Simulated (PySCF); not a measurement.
GeH₅, charge -1. Atoms are numbered in the order given.

```xyz
6

Ge     0.0000     0.0000     0.0000
H      0.0000     0.0000     1.7315
H      0.0000     0.0000    -1.7315
H      1.5860     0.0000     0.0000
H     -0.7930     1.3735     0.0000
H     -0.7930    -1.3735     0.0000
```
Charge -1, spin multiplicity 1.

The structure is a stationary point at B3LYP-D3(BJ)/def2-TZVPD.

Level of theory: PySCF with PBE0/def2-TZVPD.

Mulliken values depend strongly on the basis, most of all with diffuse functions as here. ESP charges are fitted to the potential on shells at 1.4 to 2.0 van der Waals radii. Atomic charges (e):

```tsv
atom	Mulliken	ESP fit	IAO
Ge1	-1.32	0.41	…
H2	0.07	-0.44	…
H3	0.07	-0.44	…
H4	0.06	-0.18	…
H5	0.06	-0.18	…
H6	0.06	-0.18	…
```

Q: Some entries are withheld; supply them. (Estimate from the structure and the level; the computed values follow.)

A: 
- Ge1, IAO: 0.21
- H2, IAO: -0.35
- H3, IAO: -0.35
- H4, IAO: -0.17
- H5, IAO: -0.17
- H6, IAO: -0.17
